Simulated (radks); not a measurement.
The numbers below are computed, except where a source is named.
Question: Valence configurations of the manganese ion Mn3+ (all share [Ar]). Code: a radial shooting solver on a logarithmic mesh with Libxc functionals. Model: non-relativistic Kohn-Sham, PBEsol, spin-polarised, spherical densities, point nucleus; open shells are filled with parallel spins first. Order these by energy: 3d3 4s1; 3d2 4p2; 3d2 4s2; 3d3.5 4s0.5; 3d3 4p1; 3d4; 3d2.5 4p1.5; 3d3.5 4p0.5; 3d2.5 4s1 4p0.5; 3d3 4s0.5 4p0.5.

Answer: From the lowest, in eV above it: 3d4 0.000; 3d3.5 4s0.5 6.873; 3d3.5 4p0.5 10.296; 3d3 4s1 14.749; 3d3 4s0.5 4p0.5 18.279; 3d3 4p1 21.804; 3d2.5 4s1 4p0.5 27.349; 3d2.5 4p1.5 34.618; 3d2 4s2 35.868; 3d2 4p2 48.843. NIST lists [Ar] 3d4 as the ground configuration; this level of theory agrees among the configurations tried. The energies are those of spherical high-spin densities, not of single terms.
